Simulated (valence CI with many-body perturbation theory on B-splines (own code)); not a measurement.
Results of a calculation; reference values are marked as such.
## Hyperfine factors and g values of Yb31+

Method: valence CI with perturbative core correlation (CI+MBPT): three valence electrons over a frozen Dirac-Fock core [Kr], a basis of 7 s, 7 p, 8 d, 6 f, 4 g, 1 h functions for each j, with the one-electron correlation potential Σ1, the two-electron term Σ2, the three-electron term Σ3, Breit, model QED; selected CI, second order for the rest, scaled by the run's own slope (own B-spline code, finite nucleus).

The last digits are not significant, and no measured levels were compared; by estimate large intervals hold to a few tenths of a per cent, small ones and those within an open d or f shell to about a per cent. The list stops below the first excitations out of the core.

A/g_I is the dipole constant over the nuclear g factor μ/I (μ in nuclear magnetons, uniformly magnetised nucleus), B/Q the quadrupole constant per barn. Both hold the static response of the core; the bare values leave it out. Large factors of s and p1/2 electrons are usually good to 5 to 10 %; those of open d and f shells near neutrality can be off by tens of per cent, and small factors of p3/2, d and f electrons come from cancelling terms and can be off by a factor of two or in sign, in half-filled shells by more. B is blank for J = 1/2, where it vanishes, and for nearly pure S terms. Energies count from the lowest level.

Levels are named by their leading jj configuration (3d3/2^4 stands for four electrons in 3d with j = 3/2), which in mixed levels can hold well under half, so a name can repeat and another be missing. Letters in brackets count levels of one name in rising energy.

```
                    Level  E (cm⁻¹)      g  A/g_I (MHz)  A/g_I bare  B/Q (MHz/b)  B/Q bare
          (4d3/2^3) J=3/2         0  0.660        21200       20200       -11600    -11200
(4d3/2^2 4d5/2) J=5/2 [a]     84472  1.050        11700       11600        -6340     -6120
    (4d3/2^2 4d5/2) J=3/2    103390  1.228         9050        9260        -3670     -3530
    (4d3/2^2 4d5/2) J=7/2    111410  1.071        12300       12200         3190      3040
    (4d3/2^2 4d5/2) J=9/2    115430  1.063        12900       12800        13400     12800
    (4d3/2^2 4d5/2) J=1/2    117160  1.895       -10400       -8780                       
(4d3/2^2 4d5/2) J=5/2 [b]    171440  1.355         6100        6580        18300     17500
(4d3/2 4d5/2^2) J=7/2 [a]    196610  1.085         9950        9890          380       359
    (4d3/2 4d5/2^2) J=9/2    207700  1.139         9840        9880         4850      4620
(4d3/2 4d5/2^2) J=3/2 [a]    220830  1.139        10900       10900       -13000    -12500
    (4d3/2 4d5/2^2) J=1/2    228670  1.435        -3730       -3010                       
   (4d3/2 4d5/2^2) J=11/2    235750  1.088        11200       11100        27700     26600
(4d3/2 4d5/2^2) J=5/2 [a]    237700  1.201         4640        4850        18700     18000
(4d3/2 4d5/2^2) J=5/2 [b]    253990  1.107        11600       11600        -6070     -5840
(4d3/2 4d5/2^2) J=7/2 [b]    260390  1.104        11400       11400         5820      5630
(4d3/2 4d5/2^2) J=3/2 [b]    305450  1.008        16000       15800        13200     12700
          (4d5/2^3) J=9/2    317490  1.142         8230        8290         3590      3460
          (4d5/2^3) J=3/2    359840  1.013        11100       10900         5410      5180
          (4d5/2^3) J=5/2    386720  1.158         8200        8290         3550      3410
```

(1) Take the isotope of mass number 171, with I = 1/2, μ = 0.4923 μN. What is the hyperfine structure of (4d3/2^2 4d5/2) J=5/2 [b]?

Results:

(1) From the table A = 6010 MHz. Shifts from the centre of gravity in MHz: F = 2: -10500, F = 3: 7510.
